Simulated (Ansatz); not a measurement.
The cluster Au2Cl⁺ was relaxed with PBE-D4 (def2-TZVP) in Ansatz in these states: charge +1 quintet, charge +1 singlet, charge +1 triplet. The geometries follow in no particular order.

In the def2 sets Au takes a core potential; there is no spin–orbit coupling.

A:

```
atom    x (Å)    y (Å)    z (Å)
 Au1   0.2491  -1.4817   0.4188
 Au2   0.9160   1.2490  -0.1838
 Cl3  -1.1651   0.2327  -0.2350
```

B:

```xyz
3

Au    0.5364    1.1803   -0.8766
Au    0.5171   -0.4853    1.3951
Cl   -1.0536   -0.6950   -0.5185
```

C:

Cartesian coordinates in Å:
```
Au 0.335 0.924 1.093
Au -1.364 -0.492 -0.242
Cl 1.029 -0.433 -0.851
```

Task: Judge from the bond lengths which geometry belongs to which state (an estimate).

Result: A is the charge +1 singlet (Au1–Au2 2.875 Å, Au2–Cl3 2.317 Å, Au1–Cl3 2.317 Å); B is the charge +1 quintet (Au1–Au2 2.817 Å, Au2–Cl3 2.485 Å, Au1–Cl3 2.485 Å); C is the charge +1 triplet (Au1–Au2 2.584 Å, Au2–Cl3 2.471 Å, Au1–Cl3 2.471 Å).
